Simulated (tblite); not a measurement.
`CC(=O)O[SiH2]n1cccc1`. Structure optimised with GFN2-xTB, isolated species.

```
atom  x, y, z in Å
C1     3.5007    0.8120    0.2887
C2     2.6182   -0.3901    0.1225
O3     2.9962   -1.5269    0.0458
O4     1.3278   -0.0752    0.0624
Si5    0.1950   -1.2687   -0.1196
N6    -1.2688   -0.3333   -0.1100
C7    -1.4350    1.0255   -0.0016
C8    -2.7606    1.3228   -0.0417
C9    -3.4563    0.0962   -0.1818
C10   -2.5175   -0.8858   -0.2197
H11    3.1747    1.3835    1.1547
H12    3.4042    1.4475   -0.5893
H13    4.5342    0.5015    0.4078
H14    0.3733   -1.9232   -1.4104
H15    0.2294   -2.1646    1.0298
H16   -0.5811    1.6651    0.0952
H17   -3.2009    2.2985    0.0209
H18   -4.5194   -0.0282   -0.2450
H19   -2.6239   -1.9473   -0.3161
```

Problem. Give the dihedral angles O4–Si5–N6–C10, H14–Si5–N6–C10, H12–C1–C2–O4, C2–O4–Si5–H14, C8–C9–C10–N6.

Solution. O4–Si5–N6–C10 -179° (antiperiplanar); H14–Si5–N6–C10 65° (synclinal); H12–C1–C2–O4 -64° (synclinal); C2–O4–Si5–H14 -64° (synclinal); C8–C9–C10–N6 0° (synperiplanar). Dihedral signs follow IUPAC: positive where, seen along the central bond, the front bond turns clockwise onto the rear one.

Problem. What is the longest distance between nuclei?

Solution. H13···H18, 9.09 Å; the next longest distance is 8.08 Å.

Problem. How far are the heavy atoms from their best plane (unweighted least squares)?

Solution. 0.009 Å rms; C1 0.01, C2 0.00, O3 0.01, O4 0.01, Si5 0.02, N6 0.01, C7 0.01, C8 0.00, C9 0.01, C10 0.01 Å (magnitudes).

Problem. Where is the centre of mass (commonest isotopes), and what is the radius of gyration?

Solution. Mass 155.040 u; centre at (0.058, -0.263, -0.022) Å; Rg = √(Σ m r²/M) = 2.539 Å. As Ia + Ib + Ic = 2 Σ m r², the three principal moments sum to 1998.8 u·Å².

Problem. Write the matrix of distances between heavy atoms (Å, lower triangle).

Solution. 
```
C1    0.000
C2    1.500  0.000
O3    2.405  1.200  0.000
O4    2.358  1.330  2.212  0.000
Si5   3.927  2.589  2.818  1.656  0.000
N6    4.921  3.894  4.432  2.615  1.737  0.000
C7    4.949  4.295  5.114  2.975  2.817  1.373  0.000
C8    6.291  5.647  6.424  4.322  3.932  2.230  1.359  0.000
C9    7.010  6.102  6.657  4.793  3.899  2.230  2.232  1.417  0.000
C10   6.274  5.171  5.557  3.940  2.741  1.370  2.207  2.229  1.359  0.000
```

Its GFN2-xTB frequencies are all real (lowest 33 cm⁻¹). One conformer, not necessarily the lowest. 2 starts were optimised and ended at 0.00 and 1.64 kcal/mol (GFN2-xTB); the lowest of these is shown.

On one thread, Arm Neoverse N1 (aarch64), shared host, this took 1.9 s wall. That covers the optimisation of the geometry.

These are computed values.
